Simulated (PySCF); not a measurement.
C5H8NO2 (doublet state).
Z-matrix (Å and degrees, GFN2-xTB geometry), rows numbered from 1:
```
N 
C   1  1.3485
O   2  1.2105  1  123.41
C   2  1.5281  1  113.90  3   178.65
C   4  1.5357  2  111.99  1    47.70
C   5  1.4897  4  101.11  2   -88.51
O   6  1.3722  5  111.48  4   -25.24
C   7  1.4149  6  108.94  5     9.01
H   1  1.0126  2  120.71  3   176.83
H   1  1.0060  2  119.14  3     1.79
H   4  1.0895  2  107.76  1   172.95
H   5  1.1000  4  110.26  2   152.78
H   5  1.0910  4  113.01  2    32.48
H   6  1.0745  5  125.75  4  -172.58
H   8  1.0972  4  110.85  2  -149.11
H   8  1.0932  4  112.90  2   -26.82
```

The hyperfine couplings belong to this conformer and change with its torsions.

The species is `NC(=O)[C@@H]1C[CH]OC1` [radical].

Method: UKS B3LYP, pcH-1 on C H N O, non-relativistic, mean-field spin-orbit, GIAO (PySCF 2.14.0). Isolated species at its GFN2-xTB geometry (one conformer only). A GFN2-xTB geometry isn't a minimum of the functional, and hyperfine couplings can be far from their values at a DFT geometry. Stability of the SCF solution: not tested.

Largest spin populations (Mulliken): C6 (+0.84) and O7 (+0.15). The angles at C6 add up to 352.2°, so it is slightly pyramidal.

(1) How do the β-proton couplings of this frozen conformer go with θ, the angle between the C–H bond and the normal to the plane of the spin centre's three neighbours, both seen down the bond from centre to carbon?

Answers

(1) 
```
β H  on  centre  θ (°)  cos²θ   a (G)
H12  C5      C6     15   0.93  +40.25
H13  C5      C6     44   0.52  +14.64
```

Couplings in gauss use g_iso = 2.0034.

The run took 58 s of wall time (grids of density and orbitals included) on Arm Neoverse V2, one thread, on a shared host, and the process peaked at 1.0 GiB of memory.
